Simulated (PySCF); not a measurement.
Computed IR spectrum (relative IR intensity) of a molecule C2H6O3Si. The structure is a stationary point at B3LYP-D3(BJ)/def2-SVP. Other conformers were not sampled. Calculation: PySCF with B3LYP-D3(BJ)/def2-SVP. Frequencies are harmonic and unscaled.

```csv
ν (cm⁻¹),relative intensity
220,19
297,27
385,8.5
612,2.5
658,33
754,12
780,33
840,69
911,30
918,49
939,56
993,64
1021,26
1053,3.2
1298,100
1389,53
1437,4.5
1447,3.2
1823,83
2259,38
2313,33
3879,35
```

**Question.** Which structure fits?
(A) CC(=O)O[SiH2]O
(B) CO[SiH2]C(=O)O
(C) O[SiH]1OCCO1
(D) COC1O[SiH2]O1

**Answer.** A, CC(=O)O[SiH2]O
